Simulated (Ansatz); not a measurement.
Isomers of CoO$_{4}$F$_{2}$H$_{8}$ (quartet), relaxed with PBE-D4/def2-SVP; total energies from Ansatz at PBE-QIDH/def2-TZVP.

| isomer | description | energy (Eh) |
| --- | --- | --- |
| A | trans-CoF2(H2O)4 (CoO₄F₂H₈) | -1887.56645 |
| B | cis-CoF2(H2O)4 (CoO₄F₂H₈) | -1887.56470 |

Correlated methods freeze 11 core orbitals; core or outer-core shells of Co are correlated, in sets that lack core-valence functions.

Question: Work out the relative energies (1 Eh = 2625.5 kJ/mol) and the Boltzmann populations at 500 K from electronic energies alone (R = 8.314 J/mol/K).

Answer: ΔE: A 0.0, B 4.6 kJ/mol. RT = 4.16 kJ/mol. Factors exp(−ΔE/RT): A 1, B 0.331; sum 1.331. Populations: A 75.1 %, B 24.9 %. Zero-point energy, vibrational entropy and symmetry numbers are left out and can shift these; an error of 4 kJ/mol changes a ratio by a factor of 2.6. Over the other density-functional and correlated levels in def2 sets, the gap between A and B ranges from -15 to 10 kJ/mol.
